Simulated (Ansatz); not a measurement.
The molecule NaSi, multiplicity 4 (lowest of 2S+1 = 2, 4 at CCSD(T)/def2-TZVPP on PBE0 minima; our sources give no spin for the ground state, which may be another).

D_e counts from the fitted minimum to each atom's lowest state at the same level, without counterpoise.

Correlated levels freeze the inner cores; with def2 sets outer-core shells near the valence are correlated too.

Programs: Ansatz (Gaussian basis) for Hartree–Fock, density functionals and correlated methods. 

PBE/def2-TZVPP gives 33.60 kcal/mol for the bond energy D_e.

How do the other levels lie against it? Give each less PBE: r2SCAN/def2-TZVPP, PBE0/def2-TZVPP, wB97M-V/def2-TZVPP, B2PLYP/def2-TZVPP, CCSD(T)/def2-QZVPP.

r2SCAN/def2-TZVPP 2.98; PBE0/def2-TZVPP -0.48; wB97M-V/def2-TZVPP -2.93; B2PLYP/def2-TZVPP -4.69; CCSD(T)/def2-QZVPP 0.60 kcal/mol. 2 of 5 lie above PBE; the widest gap is to B2PLYP/def2-TZVPP.

Ansatz is an electronic-structure program.
